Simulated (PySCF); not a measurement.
**Electronic structure of Ta²⁺ (tantalum, charge +2) at the UHF level**

Configuration: [Xe] 4f14 5d2 6s1, 6s spin antiparallel (an excited configuration). All numbers are calculated (PySCF 2.14, scalar relativity through the core potential, in aug-cc-pVTZ-PP with one added diffuse shell each of s, p, d, f, g type with ECP60MDF (7s7p6d4f3g, 113 functions)).

```
Total energy             : -55.945823 hartree
One-electron energy      : -86.9690 hartree
Hartree (Coulomb) energy : 36.6643 hartree
Exchange energy          : -5.6411 hartree
⟨S²⟩                     : 1.7535
⟨L²⟩                     : 12.050
Sum of ⟨r⟩               : 16.96 bohr
Sum of ⟨r²⟩              : 32.58 bohr²
```

| shell | electrons | mean orbital energy (eV) | rms radius, mean of both spins (bohr) |
| --- | --- | --- | --- |
| 5s α | 1 | -105.53 | 1.19 |
| 5s β | 1 | -103.73 | 1.19 |
| 5p α | 3 | -67.422 | 1.38 |
| 5p β | 3 | -64.305 | 1.38 |
| 5d α | 2 | -26.173 | 2.03 |
| 6s β | 1 | -21.389 | 3.17 |

Energies and moments cover only the electrons outside the core potential. Spin-orbit coupling, absent here, splits the open shell strongly. With the s spin flipped the determinant is a mixture of two multiplicities, not a spectroscopic state.
